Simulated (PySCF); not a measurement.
H6OSi2, charge -1, doublet, at a GFN2-xTB geometry (a state made from the parent by changing its charge; the spin is typed, not shown lowest) (in this run its highest filled SCF level lies above zero, so its values depend strongly on the basis, on diffuse functions most of all). Base run: MP2/pcseg-1 in PySCF.

The PySCF input:
```python
from pyscf import gto, scf, mp

mol = gto.Mole()
mol.atom = '''
    Si    1.738944   -0.332946    0.096580
    O    -0.075498    0.025167   -0.011405
    Si   -1.618055    0.305746   -0.087132
    H     1.780350   -0.830226   -1.289478
    H     2.056657    1.077496    0.379428
    H     1.544811   -1.278606    1.209485
    H    -2.364984   -0.455585    0.947663
    H    -2.181036   -0.078457   -1.407411
    H    -1.924252    1.744843    0.119277
'''
mol.basis = 'pcseg-1'
mol.charge = -1
mol.spin = 1
mol.verbose = 4
mol.build()

mf = scf.UHF(mol)
mf.kernel()

pt = mp.MP2(mf, frozen=11)
pt.kernel()
print('E(MP2) = %.10f' % pt.e_tot)
```

Each row names what was changed in the base input (with any setting that the change needs).

```csv
change,basis functions,E (Eh),MP2 correlation (Eh),SCF-reference HOMO (eV)
base,80,-656.53359,-0.38814,0.31
basis = STO-3G,29,-648.33256,-0.11066,6.41
basis = 3-21G,47,-652.90837,-0.23082,0.91
basis = pcseg-0,47,-655.39272,-0.23580,0.55
basis = def2-SV(P),62,-656.29350,-0.34594,0.39
basis = def2-SVP,80,-656.35854,-0.39861,0.40
basis = 6-31G**,80,-656.55136,-0.38224,0.51
basis = pc-1,80,-656.56109,-0.39305,0.35
basis = cc-pVDZ,80,-656.59748,-0.40317,0.41
basis = cc-pV(D+d)Z,90,-656.62171,-0.40339,0.33
basis = def2-SVPD,119,-656.40978,-0.42628,0.18
basis = aug-pcseg-1,131,-656.58014,-0.40865,0.27
basis = aug-cc-pVDZ,131,-656.65768,-0.43090,0.26
```

Totals compare only among sets that treat the same electrons; sets with core potentials leave the core out.

Open shells are given as the SCF converged; they aren't shown to be the lowest states, and a large step between rows can be another state.
